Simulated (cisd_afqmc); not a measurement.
Input (AFQMC/CISD/def2-SVP; cisd_afqmc is a phaseless AFQMC code with CISD trial states that reads the integrals written by Ansatz):

Ansatz 0.2 input:
```python
import cisd_afqmc

open("ham.yaml", "w").write("""\
crystal:
  periodic: [false, false, false]
  atoms:
    - {symbol: Ge, position_ang: [0.53315763, -0.14432113, 0.50572594]}
    - {symbol: H, position_ang: [1.63259230, -0.33030134, -0.64934299]}
    - {symbol: Cl, position_ang: [-1.09962567, 0.29109279, -0.91375806]}
basis:
  gaussian:
    orbitals: def2-SVP
magnetization: {spin_polarized: false}
correlation: {method: ccsd, electrons: outside_noble_gas, hamiltonian_folder: ham}
""")
rep = cisd_afqmc.ansatz("ham.yaml")
e_ccsd = rep["correlation"]["coupled_cluster"]["energy"]["hartree"]
out = cisd_afqmc.run("ham", e_ccsd, trial="CISD", walkers=200, populations=8, threads=8, dt=0.005, steps=40, early=24, settle=10, least=32,
    cut=5e-5, rank_cut=2e-4, target=0.0004, seconds=1500, seed=1, memory=17280, gpu=False)
```

Output:

```
orbitals 36, occupied [6], factors 200 of 522, rank of the doubles 93 of 180
E(HF) = -2535.052622
E(CCSD) on the cut factors = -2535.291317, shift to the whole factors -0.000006
Energy of the trial state on the determinant = -2535.291209
  tau behind 7.2 of longer steps, mean of the populations' last blocks
   2.0  -2535.29760
   4.0  -2535.29843
   6.0  -2535.29798
   8.0  -2535.29861
blocks 279 (0 outliers left out), error by blocks joined: 1: 0.00013, 2: 0.00016, 4: 0.00019, 8: 0.00023, 16: 0.00029
E(AFQMC/CISD) = -2535.29823 +/- 0.00029
```

 In a CCSD(T) run of this state the restricted determinant is unstable towards broken spin symmetry.

A triplet may lie lower; no result for it is given here.

The error still grows at the longest joins of blocks, or few joins were possible, so the printed bar may be too narrow.
